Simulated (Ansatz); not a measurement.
# Ligand exchange: SiH(SiH3)F2 + C3H10Si → SiH(SiH3)2F + C3H7F

Species: SiH(SiH3)F2, singlet; C3H10Si `CC(C)[SiH3]`, singlet; SiH(SiH3)2F, singlet; C3H7F (2-fluoropropane) `CC(C)F`, singlet. The partners trade F for SiH3: Si–F and C–SiH3 bonds give way to Si–SiH3 and C–F.

Shapes, held fixed at every level: PBE0-D4/def2-TZVP. Programs: Ansatz 0.2.0. The zero-point and thermal change to 298 K, harmonic and unscaled (PBE0-D4/def2-TZVP), is -0.3 kJ/mol.

| level | kind | ΔH(298 K) (kJ/mol) | less CCSD(T)/CBS estimate |
| --- | --- | --- | --- |
| SPW92/def2-TZVPP | LDA | +170.8 | -26.7 |
| PBE-D4/def2-TZVPP | GGA | +168.1 | -29.4 |
| B3LYP-D4/def2-TZVPP | global hybrid | +185.3 | -12.2 |
| r2SCAN0-D4/def2-TZVPP | global hybrid | +188.0 | -9.5 |
| wB97X-V/def2-TZVPP | range-separated hybrid | +183.8 | -13.7 |
| MP2/def2-TZVPP | perturbation theory | +212.9 | +15.4 |
| CCSD(T)/def2-TZVPP | coupled cluster or CI | +195.4 | -2.1 |
| CCSD(T)/CBS estimate | coupled cluster or CI | +197.5 | 0.0 |

The highest level, CCSD(T)/CBS estimate, gives ΔH(298 K) = +197.5 kJ/mol; the levels span +168.1 to +212.9. The column of differences is taken from that level and isn't an error. No measured value is set beside it here. The CBS estimate extrapolates MP2 from def2-TZVPP and def2-QZVPP and adds CCSD(T) − MP2 in the triple-zeta set, cores frozen.
